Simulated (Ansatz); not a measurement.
Cost and result up the ladder for Sn4Te3 (7 atoms). Total charge 0; singlet. Geometry: r2SCAN-D4/def2-SVP.

```xyz
7

Sn   -0.4218    0.8434    1.8959
Sn    0.8980   -0.6179   -1.7834
Sn   -2.1183    0.0284   -1.4843
Sn    2.3328   -1.7834    0.4931
Te    2.0744    1.1055    0.3007
Te   -2.0822    2.2957    0.1002
Te   -0.6829   -1.8717    0.4779
```

Ansatz on 4 threads of Arm Neoverse V1 on a shared host. Times are rough, and most runs start from the orbitals of an earlier one. No level here is sound enough to serve as a yardstick. Binding counts from free atoms at the same level (Sn triplet, Te triplet; other spins of the atoms weren't run), without zero-point energy or a counterpoise term.

In the def2 sets Sn, Te take a core potential; there is no spin–orbit coupling. Correlated methods freeze 28 core orbitals; core or outer-core shells of Sn, Te are correlated, in sets that lack core-valence functions. The rows differ in basis, and correlated rows in double-zeta sets carry the largest basis error. Another isomer (singlet) lies 0.86 eV lower at PBE0-D4/def2-TZVP; other spin states weren't run for this one.

Correlated methods converge slowly with the basis, most of all in double-zeta sets.

```csv
level,functions,wall time
LDA (SPW92)/def2-TZVP,350,6 s
MP2/def2-SVP,182,11 s
PBE-D4/def2-TZVP (with forces),350,14 s
r2SCAN-D4/def2-TZVP,350,25 s
PBE0-D4/def2-TZVP,350,34 s
```

**Question.** Estimate what each level gives for the binding energy per atom (eV).

**Answer.** 
```json
{"level": "LDA (SPW92)/def2-TZVP", "binding energy per atom (eV)": "3.30", "remarks": "restricted SCF unstable in HF"}
{"level": "MP2/def2-SVP", "binding energy per atom (eV)": "2.37", "remarks": "restricted SCF unstable"}
{"level": "PBE-D4/def2-TZVP (with forces)", "binding energy per atom (eV)": "2.84", "remarks": "restricted SCF unstable in HF"}
{"level": "r2SCAN-D4/def2-TZVP", "binding energy per atom (eV)": "2.66", "remarks": "restricted SCF unstable in HF"}
{"level": "PBE0-D4/def2-TZVP", "binding energy per atom (eV)": "2.70", "remarks": "restricted SCF unstable in HF"}
```
